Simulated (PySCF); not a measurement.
**Rotational lines of IF**

Lines J+1 ← J of the vibrational ground state, computed from RHF-CCSD(T) constants of IF, ¹Σ⁺ (singlet), closed shell (basis I cc-pVDZ-PP with ECP28, F cc-pVDZ; scalar-relativistic core potentials; PySCF 2.14; masses 126.9045 and 18.9984 u), in MHz:

```json
{"J": "0", "ν (MHz)": "15611.7"}
{"J": "1", "ν (MHz)": "31223.2"}
{"J": "2", "ν (MHz)": "46834.4"}
{"J": "3", "ν (MHz)": "62445.2"}
{"J": "4", "ν (MHz)": "78055.3"}
```

(1) Find B0 and the effective bond length r0; with αe = 0.00181 cm⁻¹, find Re.

Correlated steps freeze 5 core orbitals. Correlated levels converge slowly with the basis: in double zeta they bind strong bonds too weakly, by up to about 1 eV, and carry superposition errors of some tenths. Spin–orbit coupling is left out, which matters for elements this heavy, above all for dissociation energies. Where the molecule has an RHF reference, its open-shell atoms are computed with UHF.

## Answers

(1) ν = 2B0(J+1) − 4D(J+1)³ gives B0 = 0.26038 cm⁻¹. With the reduced mass μred = 16.525 u, r0 = √(16.8576/(μred·B0)) (u, cm⁻¹, Å) = 1.9794 Å. Be = B0 + αe/2 = 0.26128 cm⁻¹ gives Re = 1.976 Å.
